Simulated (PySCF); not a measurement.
A structure optimised at PBE-D3(BJ)/def2-SVP, used in a PySCF frequency run:

```xyz
10

O      1.3395    -0.5346    -0.0277
C      0.6173     0.6660    -0.2942
C     -0.8420     0.2535    -0.4300
O     -1.2836    -0.4048     0.7361
H      2.2020    -0.2938     0.3512
H      0.7112     1.3915     0.5485
H      0.9695     1.1711    -1.2271
H     -1.4759     1.1519    -0.5871
H     -0.9450    -0.3883    -1.3428
H     -0.5600    -1.0339     0.9363
```
Charge 0, spin multiplicity 1.

Write its SMILES and formula.

OCCO, C2H6O2

What are its rotational constants (standard atomic weights)?

14.942, 5.8113, 4.7112 GHz
